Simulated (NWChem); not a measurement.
System: PH, triplet; SMILES [PH]

Here is an NWChem input.

```
start job
memory heap 200 mb stack 900 mb global 1100 mb
geometry units angstroms
  P      0.002265    -0.001230    -0.044011
  H     -0.069600     0.037805     1.352457
end
basis spherical
  * library def2-tzvp
end
dft
  odft
  mult 3
  xc pbe0
  disp vdw 4
  iterations 150
end
driver
  maxiter 120
end
task dft optimize
task dft freq
```

The level has its own optimisation; frequencies are unscaled.

Task: What results follow from this input? (PBE0-D3(BJ)/def2-TZVP, spin-unrestricted.) Quantities: r H–P (Å); highest harmonic frequency (cm⁻¹); zero-point energy (kcal/mol); dipole (D).

Result: 
```yaml
r H–P (Å): 1.428
highest harmonic frequency (cm⁻¹): 2374
zero-point energy (kcal/mol): 3.4
dipole (D): 0.50
```
